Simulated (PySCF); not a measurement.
Species: indole, C₈H₇N.
Z-matrix (Å and degrees, GFN2-xTB geometry), rows numbered from 1:
```
C 
C   1  1.3980
C   2  1.3782  1  121.32
C   3  1.3890  2  117.55  1    -0.07
N   4  1.3652  3  130.65  2  -179.96
C   5  1.3682  4  108.98  3   179.91
C   6  1.3601  5  109.93  4     0.03
C   4  1.4165  3  121.78  2     0.00
C   1  1.3763  2  121.41  3     0.07
H   1  1.0804  2  118.90  3  -179.94
H   2  1.0802  1  119.08  3   180.00
H   3  1.0805  2  121.29  1   179.98
H   5  1.0055  4  125.53  3    -0.14
H   6  1.0736  5  120.52  4  -179.96
H   7  1.0717  6  126.58  5  -179.96
H   9  1.0800  1  121.03  2  -179.99
```

Level of theory: TDDFT CAM-B3LYP/def2-SVPD, vertical, gas phase, core orbitals frozen in the response in PySCF 2.14.0, density-fitted response routines.

Q: What does the calculation give for the low-lying excited states?

A: 

```json
{"state": "S1", "E (eV)": "5.09", "E (kJ/mol)": "491", "λ (nm)": "243.5", "f": "0.031", "|μ| (D)": "1.26", "symmetry": "A′", "main configurations (H = HOMO, L = LUMO)": "H-1→L (60%), H→L+2 (20%), H→L (15%)"}
{"state": "S2", "E (eV)": "5.13", "E (kJ/mol)": "495", "λ (nm)": "241.5", "f": "0.112", "|μ| (D)": "2.40", "symmetry": "A′", "main configurations (H = HOMO, L = LUMO)": "H→L (74%), H-1→L (9%)"}
{"state": "S3", "E (eV)": "5.84", "E (kJ/mol)": "563", "λ (nm)": "212.4", "f": "0.0030", "|μ| (D)": "0.37", "symmetry": "A″", "main configurations (H = HOMO, L = LUMO)": "H→L+1 (95%)"}
{"state": "S4", "E (eV)": "6.34", "E (kJ/mol)": "611", "λ (nm)": "195.7", "f": "0.0036", "|μ| (D)": "0.39", "symmetry": "A″", "main configurations (H = HOMO, L = LUMO)": "H-1→L+1 (89%)"}
{"state": "S5", "E (eV)": "6.40", "E (kJ/mol)": "617", "λ (nm)": "193.9", "f": "0.561", "|μ| (D)": "4.81", "symmetry": "A′", "main configurations (H = HOMO, L = LUMO)": "H→L+2 (65%), H-1→L (23%)"}
{"state": "S6", "E (eV)": "6.49", "E (kJ/mol)": "627", "λ (nm)": "190.9", "f": "0.0019", "|μ| (D)": "0.28", "symmetry": "–", "main configurations (H = HOMO, L = LUMO)": "H→L+3 (81%), H→L+4 (8%)"}
{"state": "S7", "E (eV)": "6.60", "E (kJ/mol)": "637", "λ (nm)": "187.8", "f": "0.0006", "|μ| (D)": "0.15", "symmetry": "–", "main configurations (H = HOMO, L = LUMO)": "H→L+4 (80%), H→L+3 (8%)"}
{"state": "S8", "E (eV)": "6.68", "E (kJ/mol)": "645", "λ (nm)": "185.5", "f": "0.336", "|μ| (D)": "3.64", "symmetry": "A′", "main configurations (H = HOMO, L = LUMO)": "H-1→L+2 (75%), H-2→L (8%)"}
```

Triplets (Tamm–Dancoff): T1 3.58 eV, H→L (87%); T2 4.26 eV, H-1→L (90%); T3 4.83 eV, H-1→L+2 (58%), H→L+2 (10%), H-2→L (10%).

The lowest singlet comes at 244 nm (491 kJ/mol) in the ultraviolet; it is of moderate strength; its leading configuration is HOMO-1→LUMO (60%). The strongest level in the table is S5 at 6.40 eV (194 nm, f = 0.561). Löwdin shares by element: HOMO carbon 57% or more (atoms not listed hold the other 43%); LUMO carbon 60% or more (atoms not listed hold the other 40%). The oscillator strengths of these states sum to 1.049; summed over the whole spectrum of an exact calculation they would give the number of electrons, 62 (Thomas–Reiche–Kuhn). Orbital energies (eV): HOMO-3 -10.91, HOMO-2 -9.42, HOMO-1 -7.63, HOMO -7.15, LUMO 0.69, LUMO+1 1.36, LUMO+2 1.73. The listed states span 1.59 eV, and the widest gap between neighbours is 0.70 eV (S2 to S3). Symmetry labels in Cs follow from the direction of the transition dipole and are given only for states with f of 0.002 or more. Singlets were solved by full linear response, triplets in the Tamm–Dancoff approximation.
